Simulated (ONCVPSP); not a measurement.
**Which change was made? (Mo, ONCV)**

* Element: molybdenum (Mo)
* Generator: ONCVPSP 4.0.1
* Type: optimised norm-conserving Vanderbilt (ONCV)
* Functional: PBE
* Relativity: scalar-relativistic
* Frozen core: [Ar] 3d10
* Valence charge: 14
* Reference configuration: 4s2 4p6 4d5 5s1
* Partial waves: 4s+5s: rc 1.85 bohr, ncon 3, nbas 6, qcut 6.4 1/bohr, 2 projectors; 4p: rc 1.60 bohr, ncon 4, nbas 8, qcut 8.6 1/bohr, 2 projectors, debl 1.2 Ha; 4d: rc 2.65 bohr, ncon 4, nbas 9, qcut 6.2 1/bohr, 2 projectors, debl 2.4 Ha
* Local potential: polynomial inside 1.50 bohr (lpopt 5, dvloc0 0 Ha)
* Core correction: Teter function, fcfact 1.75, rcfact 1.15

In the p channel the program set the typed energies aside and used -1.414, 0.250 Ha.

Cutoffs, loose and tight: the cutoffs (Ha) at which the residual kinetic energy of the hardest occupied pseudo-wave falls to 1 and 0.1 mHa per electron. They do not see the model core or the augmentation charge, which bear on the density cutoff. Test errors are all-electron minus pseudo excitation energies from the reference, over the configurations 4s2 4p6 4d5 5s0; 4s2 4p6 4d4 5s0; 4s2 4p6 4d3 5s0; 4s2 4p6 4d5 5s0 5p1; variants that change the core or the reference have their own tests.

The base gives: outcome: generated, projector energies reset by the program; cutoff, loose: 23 Ha; cutoff, tight: 29 Ha; bound ghosts: none; GHOST(+) flags above zero: d; largest test error (meV): +57.

Problem. After one change the result is: outcome: generated, projector energies reset by the program; cutoff, loose: 12 Ha; cutoff, tight: 15 Ha; bound ghosts: none; GHOST(+) flags above zero: none; largest test error (meV): +181. Which change was it?
A. all radii but the core radius scaled by about 1.10 (s 2.02, p 1.76, d 2.90 bohr); local potential polynomial inside 1.64 bohr (lpopt 5, dvloc0 0 Ha)
B. all radii but the core radius scaled by about 0.77 (s 1.42, p 1.24, d 2.04 bohr); local potential polynomial inside 1.16 bohr (lpopt 5, dvloc0 0 Ha)
C. all radii but the core radius scaled by about 1.22 (s 2.26, p 1.94, d 3.22 bohr); local potential polynomial inside 1.82 bohr (lpopt 5, dvloc0 0 Ha)
D. all radii but the core radius scaled by about 0.86 (s 1.58, p 1.38, d 2.28 bohr); local potential polynomial inside 1.28 bohr (lpopt 5, dvloc0 0 Ha)

Solution. C. The others give: all radii but the core radius scaled by about 0.77 (s 1.42, p 1.24, d 2.04 bohr); local potential polynomial inside 1.16 bohr (lpopt 5, dvloc0 0 Ha) → outcome: generated, projector energies reset by the program; cutoff, loose: 31 Ha; cutoff, tight: 45 Ha; bound ghosts: none; GHOST(+) flags above zero: s; largest test error (meV): +11 | all radii but the core radius scaled by about 0.86 (s 1.58, p 1.38, d 2.28 bohr); local potential polynomial inside 1.28 bohr (lpopt 5, dvloc0 0 Ha) → outcome: generated, projector energies reset by the program; cutoff, loose: 28 Ha; cutoff, tight: 33 Ha; bound ghosts: none; GHOST(+) flags above zero: s; largest test error (meV): +26 | all radii but the core radius scaled by about 1.10 (s 2.02, p 1.76, d 2.90 bohr); local potential polynomial inside 1.64 bohr (lpopt 5, dvloc0 0 Ha) → outcome: generated, projector energies reset by the program; cutoff, loose: 19 Ha; cutoff, tight: 25 Ha; bound ghosts: none; GHOST(+) flags above zero: none; largest test error (meV): +118.
